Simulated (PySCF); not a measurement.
Computed IR spectrum (relative IR intensity) of a molecule C4H3FO2. Coordinates come from a PBE-D3(BJ)/def2-SVP optimisation. One conformer was computed; it need not be the lowest. The numbers are results of PBE-D3(BJ)/def2-SVP in PySCF, not measurements. Harmonic, unscaled wavenumbers; measured fundamentals usually lie a few per cent lower.

```tsv
ν (cm⁻¹)	relative intensity
651	3.5
750	9.7
944	13
1030	7.2
1108	6.4
1239	11
1365	7.6
1430	50
1653	100
1790	50
```

Problem. Pick the molecule that these values belong to.
A) FC=C=C1OCO1
B) C#CC1(F)OCO1
C) O=C1C=C(F)OC1
D) C#C[C@@H](F)C(=O)O

Solution. C, O=C1C=C(F)OC1
